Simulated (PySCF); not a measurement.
H4PSi, SMILES [PH][SiH3], multiplicity 2.

Coordinates come from a ωB97X-D3(BJ)/def2-TZVP optimisation. The isomer is the one that the SMILES or the coordinates give; other isomers of the formula were not compared.

Method: ωB97X-D3(BJ)/def2-TZVP (PySCF).

Frequencies are harmonic and unscaled.

Problem. List the normal modes with their intensities. (Estimate from the structure and the level; the computed values follow.)

Solution. 
```tsv
mode	ν (cm⁻¹)	IR (km/mol)	moving atoms (share of kinetic energy)
1	191	4.3	H 97 %
2	470	5.3	Si 35 %, H 35 %, P 30 %
3	494	18.8	H 68 %, P 18 %, Si 14 %
4	507	23.8	H 90 %
5	786	22.5	H 89 %
6	920	276.3	H 91 %, Si 9 %
7	955	48.8	H 97 %
8	960	46.6	H 97 %
9	2237	72.7	H 98 %
10	2241	106.0	H 96 %
11	2257	98.6	H 96 %
12	2423	46.9	H 97 %
```
